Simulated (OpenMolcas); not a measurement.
**Lines of Fe I: computed and rescaled rates**

* Program: OpenMolcas
* Method: SS-CASPT2, IPEA 0.25 Eh, imaginary shift 0.1 Eh (closed shells correlated: 3s 3p)
* Basis: ANO-RCC-VTZP [6s5p3d2f1g]
* Scalar Hamiltonian: DKH2, point nucleus
* Active space: 8 electrons in 11 orbitals (3d 4s 4d)
* State averaging: 2S+1 = 5 even, 15 roots; 2S+1 = 3 even, 30 roots kept (CI in the orbitals of an earlier block); 2S+1 = 1 even, 9 roots kept (CI in the orbitals of an earlier block, 0 in the spin-orbit step)
* Spin-orbit coupling: state interaction with AMFI integrals over the reference wave functions, term energies averaged over their components

Rates come from the transition moments of the reference wave functions (E1 and E2 in the length form). At fixed line strength A goes as λ^-3 for E1 and M1 and as λ^-5 for E2, so a rate at the computed wavelength can be rescaled to the measured one. Measured vacuum wavelengths follow from level energies in NIST Handbook of Basic Atomic Spectroscopic Data. Branching counts decays inside the model space alone, at computed energies, and the table is only a selection of the E2 and M1 lines, drawn from those between levels with measured partners whose computed energy lies within a factor of 1.5 of the measured one.

```json
{"Upper": "3d7 4s 5F5", "Lower": "3d6 4s2 5D4", "Type": "E2", "λ computed (nm)": "1297", "λ measured (nm)": "1443", "A computed (s-1)": "1.11e-02", "A rescaled (s-1)": "6.51e-03", "Branching %": "79.4"}
{"Upper": "3d7 4s 5F1", "Lower": "3d6 4s2 5D1", "Type": "E2", "λ computed (nm)": "1233", "λ measured (nm)": "1376", "A computed (s-1)": "1.07e-02", "A rescaled (s-1)": "6.18e-03", "Branching %": "51.3"}
{"Upper": "3d7 4s 5F3", "Lower": "3d6 4s2 5D3", "Type": "E2", "λ computed (nm)": "1232", "λ measured (nm)": "1368", "A computed (s-1)": "9.40e-03", "A rescaled (s-1)": "5.57e-03", "Branching %": "44.6"}
{"Upper": "3d7 4s 5F2", "Lower": "3d6 4s2 5D2", "Type": "E2", "λ computed (nm)": "1233", "λ measured (nm)": "1373", "A computed (s-1)": "8.72e-03", "A rescaled (s-1)": "5.09e-03", "Branching %": "41.4"}
{"Upper": "3d7 4s 5F1", "Lower": "3d6 4s2 5D2", "Type": "E2", "λ computed (nm)": "1207", "λ measured (nm)": "1342", "A computed (s-1)": "8.51e-03", "A rescaled (s-1)": "5.01e-03", "Branching %": "40.9"}
{"Upper": "3d7 4s 5F4", "Lower": "3d6 4s2 5D4", "Type": "E2", "λ computed (nm)": "1228", "λ measured (nm)": "1356", "A computed (s-1)": "7.67e-03", "A rescaled (s-1)": "4.67e-03", "Branching %": "39.5"}
{"Upper": "3d7 4s 5F2", "Lower": "3d6 4s2 5D3", "Type": "E2", "λ computed (nm)": "1193", "λ measured (nm)": "1321", "A computed (s-1)": "5.64e-03", "A rescaled (s-1)": "3.39e-03", "Branching %": "26.8"}
{"Upper": "3d7 4s 5F3", "Lower": "3d6 4s2 5D1", "Type": "E2", "λ computed (nm)": "1305", "λ measured (nm)": "1462", "A computed (s-1)": "5.18e-03", "A rescaled (s-1)": "2.94e-03", "Branching %": "24.6"}
{"Upper": "3d7 4s 5F4", "Lower": "3d6 4s2 5D2", "Type": "E2", "λ computed (nm)": "1335", "λ measured (nm)": "1499", "A computed (s-1)": "4.58e-03", "A rescaled (s-1)": "2.57e-03", "Branching %": "23.6"}
{"Upper": "3d7 4s 5F2", "Lower": "3d6 4s2 5D0", "Type": "E2", "λ computed (nm)": "1275", "λ measured (nm)": "1427", "A computed (s-1)": "4.52e-03", "A rescaled (s-1)": "2.57e-03", "Branching %": "21.5"}
{"Upper": "3d7 4s 5F4", "Lower": "3d6 4s2 5D3", "Type": "E2", "λ computed (nm)": "1288", "λ measured (nm)": "1437", "A computed (s-1)": "3.83e-03", "A rescaled (s-1)": "2.22e-03", "Branching %": "19.7"}
{"Upper": "3d7 4s 5F4", "Lower": "3d7 4s 5F5", "Type": "M1", "λ computed (nm)": "22830", "λ measured (nm)": "22300", "A computed (s-1)": "3.33e-03", "A rescaled (s-1)": "3.57e-03", "Branching %": "17.1"}
{"Upper": "3d7 4s 5F3", "Lower": "3d7 4s 5F4", "Type": "M1", "λ computed (nm)": "28330", "λ measured (nm)": "28470", "A computed (s-1)": "3.19e-03", "A rescaled (s-1)": "3.14e-03", "Branching %": "15.1"}
{"Upper": "3d7 4s 5F5", "Lower": "3d6 4s2 5D3", "Type": "E2", "λ computed (nm)": "1365", "λ measured (nm)": "1536", "A computed (s-1)": "2.87e-03", "A rescaled (s-1)": "1.59e-03", "Branching %": "20.5"}
{"Upper": "3d7 4s 5F3", "Lower": "3d6 4s2 5D4", "Type": "E2", "λ computed (nm)": "1177", "λ measured (nm)": "1294", "A computed (s-1)": "2.59e-03", "A rescaled (s-1)": "1.61e-03", "Branching %": "12.3"}
{"Upper": "3d6 4s2 5D3", "Lower": "3d6 4s2 5D4", "Type": "M1", "λ computed (nm)": "26160", "λ measured (nm)": "24040", "A computed (s-1)": "1.95e-03", "A rescaled (s-1)": "2.51e-03", "Branching %": "100.0"}
{"Upper": "3d7 4s 5F2", "Lower": "3d7 4s 5F3", "Type": "M1", "λ computed (nm)": "37680", "λ measured (nm)": "38800", "A computed (s-1)": "1.82e-03", "A rescaled (s-1)": "1.67e-03", "Branching %": "8.6"}
{"Upper": "3d6 4s2 5D2", "Lower": "3d6 4s2 5D3", "Type": "M1", "λ computed (nm)": "36520", "λ measured (nm)": "34710", "A computed (s-1)": "1.33e-03", "A rescaled (s-1)": "1.55e-03", "Branching %": "100.0"}
{"Upper": "3d7 4s 5F1", "Lower": "3d6 4s2 5D3", "Type": "E2", "λ computed (nm)": "1168", "λ measured (nm)": "1292", "A computed (s-1)": "1.00e-03", "A rescaled (s-1)": "6.04e-04", "Branching %": "4.8"}
{"Upper": "3d6 4s2 5D1", "Lower": "3d6 4s2 5D2", "Type": "M1", "λ computed (nm)": "56280", "λ measured (nm)": "54310", "A computed (s-1)": "5.32e-04", "A rescaled (s-1)": "5.92e-04", "Branching %": "100.0"}
{"Upper": "3d6 4s2 5D0", "Lower": "3d6 4s2 5D1", "Type": "M1", "λ computed (nm)": "114200", "λ measured (nm)": "111200", "A computed (s-1)": "1.09e-04", "A rescaled (s-1)": "1.18e-04", "Branching %": "100.0"}
```

The largest correction is for 3d7 4s 5F5 → 3d6 4s2 5D3 (E2): 2.87e-03 × (1365 / 1536)^5 = 1.59e-03 s-1, a factor of 0.55.

The computed rate and branching of 3d6 4s2 5D3 → 3d6 4s2 5D4 give the upper level a radiative lifetime of 1.000 / 1.95e-03 s-1 = 5.13e+02 s, counting decays inside the model space alone. The rescaled rate gives about 4.0e+02 s.

No measured rate stands beside these. Rescaling mends the energy factor alone: line strengths can still be far off where a level mixes with configurations outside the active space, and weak or spin-changing lines hang on small mixing coefficients that depend on the term gaps too, so rescaling need not improve them.

CASPT2 does not keep the components of a term degenerate, so their means are used; among the terms shown or strongly mixed into the levels shown the widest spread is 310 cm-1 (3d7 4s 5F). Some high roots are left out of the spin-orbit mixing, which shifts the levels that they would mix with. Active for correlation alone: 4d; no level in the range computed is led by a configuration that fills it, so any true level of that kind is missing. Measured partners are found by configuration, term and J. A level has none where our copy of the source lacks it or the pairing is in doubt (some pairs that miss far off the trend of their configuration count as doubtful). Levels of configurations outside the active space are missing.
